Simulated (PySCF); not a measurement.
## Computed structure and properties of Yb(NH2)3

System: Yb(NH2)3 (singlet in the valence; each metal's 4f electrons, 13 of them, lie in its core potential, out of spins and levels); start: displaced along the imaginary mode (C1). Method: PySCF 2.14.0, RKS PBE, Yb lcecp-1-SVP with ECP59, N def2-SVP, H def2-SVP; non-relativistic Hamiltonian with scalar-relativistic core potentials where named; density fitting; no spin-orbit coupling.

Input of the relaxation:

```python
mol = gto.M(atom='''
Yb     0.00000     0.00000     0.00000
N      2.16333     0.00004     0.00994
H      2.80908    -0.19406     0.81129
H      2.78713     0.19415    -0.80947
N     -1.08170     1.87348    -0.01444
H     -1.34276     2.43733     0.80906
H     -1.45542     2.40908    -0.81171
N     -1.08163    -1.87352     0.00449
H     -1.18503    -2.55252     0.81079
H     -1.61300    -2.29399    -0.80997''',
    basis={'Yb': 'lcecp-1-SVP', 'N': 'def2-SVP', 'H': 'def2-SVP'},
    ecp={'Yb': 'lcecp-1-SVP'},
    charge=0, spin=0)
mf = dft.RKS(mol, xc='PBE')
mf.grids.atom_grid = (50, 194)  # f atoms: unpruned, at least (60, 302)
mf = mf.density_fit()  # fitting sets: Yb AutoAux, N def2-universal-JKFIT, H def2-universal-JKFIT
mf.conv_tol = 1e-08; mf.max_cycle = 55
mf.kernel(dm0)  # dm0: converged density of the start geometry
# quasi-Newton relaxation in Cartesian coordinates to a largest gradient under 0.00045 Eh/bohr, steps kept in the point group
```

Run from Python with OMP_NUM_THREADS=2; the lines above give its settings. Where DIIS fails, smearing, a level shift and second-order steps follow.
It took 3.7 min on 2 threads of Arm Neoverse V1, with other jobs on the host, from the converged density of the start.

Course of the relaxation:

```csv
step,energy above end (eV),largest force component within the symmetry (eV/Å)
0,0.8900,1.068
1,0.7639,0.221
2,0.6145,0.713
3,0.5632,1.390
4,0.4254,0.906
5,0.4005,0.960
6,0.3535,0.627
7,0.3070,0.305
40,0.0009,0.043
41,0.0007,0.044
42,0.0004,0.057
43,0.0002,0.048
44,0.0000,0.023
45,0.0000,0.016
```
(The steps between are left out.)

Relaxed geometry (D3h):

```xyz
10

Yb    0.0037    0.0027    0.0012
N     2.1303    0.0038    0.2303
H     2.7459   -0.8155    0.3286
H     2.7623    0.8165    0.2527
N    -1.0572    1.8470   -0.2159
H    -0.6713    2.8011   -0.2257
H    -2.0728    1.9680   -0.3323
N    -1.0689   -1.8475   -0.0149
H    -0.6875   -2.7973    0.0950
H    -2.0845   -1.9789   -0.1190
```

```tsv
contact	Å
Yb1–N2 (NH2)	2.139
Yb1–N5 (NH2)	2.139
Yb1–N8 (NH2)	2.139
```

On the finer grid (75, 302):

The HOMO is -4.79 eV. The LUMO is -1.79 eV, the dipole about the centre of mass is 0.01 D and the set of Mulliken populations of Yb1 outside the core potential is s 2.32, p 6.44, d 1.51, f 0.04. The D3(BJ) dispersion energy (not in the energies) is -0.154 eV.

```csv
atom,Mulliken (e),Löwdin (e),spin (e)
Yb1,0.69,0.37,0.00
N2,-0.46,-0.27,0.00
H3,0.11,0.07,0.00
H4,0.11,0.07,0.00
N5,-0.46,-0.27,0.00
H6,0.11,0.07,0.00
H7,0.11,0.07,0.00
N8,-0.46,-0.27,0.00
H9,0.11,0.07,0.00
H10,0.11,0.07,0.00
```

The 4f levels lie in the core potential and are missing. Their spin isn't counted.

On the grid (50, 194), as all that follows. Harmonic modes: a minimum within the noise of the softest modes; lowest 24 cm⁻¹ (negative: unstable), highest 3502 cm⁻¹, zero-point energy 1.885 eV.

Taking off one NH2 (charge -1, singlet; the rest: singlet) in vacuum, both parts rigid, costs 10.95 eV; the small basis without counterpoise inflates it. Most of it is the attraction of opposite charges; other ways to part are cheaper, and one spin state was tried for the rest.

Rigid scan of NH2 along the line from its metal:

```tsv
distance to N2 (Å)	energy (eV)
1.84	1.041
1.94	0.400
2.04	0.087
2.14	0.000
2.24	0.067
2.34	0.237
2.54	0.746
2.84	1.651
3.24	2.781
3.74	3.777
```

One start shape was tried, so this needn't be the lowest isomer.

An lcecp potential fixes the number of 4f electrons, so in runs with it no electron can move into or out of that shell.
